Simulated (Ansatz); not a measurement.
Sn₃O₄, relaxed as a singlet with RKS r2SCAN-D4/def2-SVP in Ansatz, starting from the GFN1-xTB geometry. Force threshold 0.02 eV/Å.

In the def2 sets Sn takes a core potential; there is no spin–orbit coupling. The structure holds one bond between oxygen atoms, so isomers without such links may lie far lower. Another isomer (singlet) lies 0.13 eV lower at PBE0-D4/def2-TZVP; other spin states weren't run for this one.

Start:

```tsv
atom	x (Å)	y (Å)	z (Å)
Sn1	1.6157	1.3569	0.2047
Sn2	-1.4469	0.7669	-0.6457
Sn3	0.0492	-2.2866	0.1828
O4	-1.2799	-1.3061	-0.7761
O5	-0.1533	0.5536	1.2910
O6	0.8027	-0.5045	1.0947
O7	0.4125	1.4198	-1.3514
```

| step | energy (eV) | largest force component (eV/Å) | SCF passes |
| --- | --- | --- | --- |
| 1 | -25680.4008 | 1.180 | 21 |
| 2 | -25680.4029 | 0.959 | 28 |
| 3 | -25680.4997 | 0.436 | 23 |
| 4 | -25680.5053 | 0.334 | 23 |
| 5 | -25680.5197 | 0.105 | 22 |
| 6 (rejected) | -25680.5181 | 0.210 | 23 |
| 7 | -25680.5246 | 0.043 | 22 |
| 8 | -25680.5275 | 0.023 | 22 |
| 9 | -25680.5280 | 0.023 | 22 |
| 10 (rejected) | -25680.5279 | 0.037 | 21 |
| 11 | -25680.5282 | 0.012 | 23 |

Force components are those of the run's own axes.

End:

| atom | x (Å) | y (Å) | z (Å) |
| --- | --- | --- | --- |
| Sn1 | 1.6315 | 1.3834 | 0.2224 |
| Sn2 | -1.4799 | 0.7969 | -0.6113 |
| Sn3 | 0.1695 | -2.1942 | 0.0108 |
| O4 | -1.3508 | -1.2582 | -0.7571 |
| O5 | -0.1879 | 0.6224 | 1.2966 |
| O6 | 0.7825 | -0.5037 | 1.1739 |
| O7 | 0.4351 | 1.1533 | -1.3354 |

By distances, no bond broke or formed. The bond that changes most is Sn1–O6, from 2.22 to 2.28 Å (atoms count from 1).

No frequencies were taken in this run, so the end may be a saddle point.

Run time 25 s (4 threads of Arm Neoverse V2 on a shared host).
